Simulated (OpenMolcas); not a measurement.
Au4+ among 6 point charges of -1.7 e arranged as an octahedron (Oh).

```yaml
Program: OpenMolcas 26.06
Method: "SS-CASPT2, IPEA 0.25 Eh, imaginary shift 0.1 Eh (closed shells correlated: 5s 5p)"
Basis: ANO-RCC-VTZP [8s7p5d3f1g]
Scalar_Hamiltonian: DKH2, point nucleus
Active_space: 7 electrons in 5 orbitals (5d)
State_averaging: 2S+1 = 4 even, 10 roots; 2S+1 = 2 even, 40 roots
Spin-orbit_coupling: RASSI with atomic mean-field integrals over the reference wave functions
```

All point charges move together. At R = 1.75 Å the first state of the same spin is 10920 cm-1, and at R = 1.91 Å it is 6820 cm-1.

Q: A third run gives 4690 cm-1. What distance was it run at?

A: With a power law R^-n the two known points give n = -ln(6820 / 10920) / ln(1.91 / 1.75) = 5.38. Then R = 1.75 × (10920 / 4690)^(1/5.38) = 2.048 Å. The run was at 2.06 Å, so the estimate is off by -0.012 Å.

Roots that are degenerate in the reference are averaged as groups; the widest CASPT2 spread within a group is 440 cm-1 (the 3-fold group of multiplicity 2 near 16000 cm-1 above the lowest state of its run, R = 1.75). Shifts and gaps below about the spread of the groups concerned are not significant. An orbital triplet at a regular site is open to Jahn-Teller coupling, which can distort the site and quench the lowest spin-orbit gaps and is left out. This shell can be high or low spin here, a state of another spin lies low, and with metal d orbitals alone active their balance is uncertain, so the ground spin may be wrong. Point charges give a weaker field than real ligands, and real ions of this kind are as a rule low spin; the high spin found here belongs to the model. Free-ion shares, where given, are those of the reference states; single-state CASPT2 does not remix them. This field is weak: 10Dq is about 12029 cm-1, while octahedral complexes of 5d ions of charge 3 and more, computed by the same method with explicit ligands, had a median near 35000 cm-1. Ground spin and moment need not be those of a real site (figures for R = 1.75; the like holds for R = 1.91, R = 2.06). This is an electrostatic model: the charges have no orbitals. No measured value stands beside these numbers.
